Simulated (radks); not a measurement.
All-electron atom: Hg X in [Xe] 4f14 5d3 (the NIST ground configuration).

Method: Dirac Kohn-Sham, PBE, spin-unpolarised, spherical densities, finite nucleus; open shells fill j = l - 1/2 first; Fermi nuclear charge, rms radius 5.4648 fm; computed with a radial shooting solver on a logarithmic mesh with Libxc functionals.

Energy parts (hartree):
| part | energy |
|---|---|
| total | -19635.2476 |
| kinetic | 22640.1774 |
| electron-nucleus | -49131.8116 |
| Hartree | 7224.6206 |
| exchange-correlation | -368.2339 |

Orbitals (lengths in bohr, moments of r in powers of bohr):
orbital  occ.  eigenvalue (hartree)      <r^2>   <1/r>       <r^4>
1s1/2       2             -3055.652  0.0003810   97.50   3.999e-07
2s1/2       2             -545.7766   0.005741   24.02  0.00005791
2p1/2       2             -524.0387   0.004054   23.98  0.00003430
2p3/2       4             -452.4661   0.005239   19.41  0.00005385
3s1/2       2             -133.7320    0.03724   8.815    0.002100
3p1/2       2             -123.9045    0.03391   8.730    0.001826
3p3/2       4             -108.0465    0.04030   7.538    0.002545
3d3/2       4             -91.72141    0.03084   7.437    0.001681
3d5/2       6             -88.32227    0.03258   7.167    0.001857
4s1/2       2             -33.69580     0.1798   3.736     0.04670
4p1/2       2             -29.47310     0.1830   3.627     0.04960
4p3/2       4             -25.63923     0.2150   3.215     0.06830
4d3/2       4             -18.72256     0.2255   3.015     0.08035
4d5/2       6             -18.00655     0.2367   2.921     0.08842
4f5/2       6              -9.09543     0.2705   2.567      0.1431
4f7/2       8              -8.93946     0.2777   2.531      0.1507
5s1/2       2              -9.64045     0.8609   1.568       1.045
5p1/2       2              -8.18932     0.9698   1.461       1.347
5p3/2       4              -7.43329      1.129   1.326       1.816
5d3/2       3              -5.29636      1.525   1.121       3.428
5d5/2       0              -5.18495      1.588   1.095       3.709
6s1/2       0              -4.14967      3.421  0.7595       15.83
6p1/2       0              -3.64975      3.969  0.7040       21.37
6p3/2       0              -3.43814      4.439  0.6596       26.62

The highest occupied level is 5d3/2 at -144.12 eV. Summed over all electrons, <r^2> = 21.17 bohr^2, which gives a Langevin (diamagnetic) susceptibility term of -16.8 x 10^-6 cm^3/mol. The electron density at the nucleus is 2.324e+06 e/bohr^3. For comparison, the ionisation energy in NIST's Atomic Spectra Database is 153 eV (theoretical). In exact Kohn-Sham theory the highest level is minus the ionisation energy, but local and semilocal functionals leave it too shallow, through self-interaction and a potential that decays too fast; potentials with the right tail come closer.

Beside tabulated values, note that spin-unpolarised runs miss the spin-polarisation part of the exchange energy of open shells.
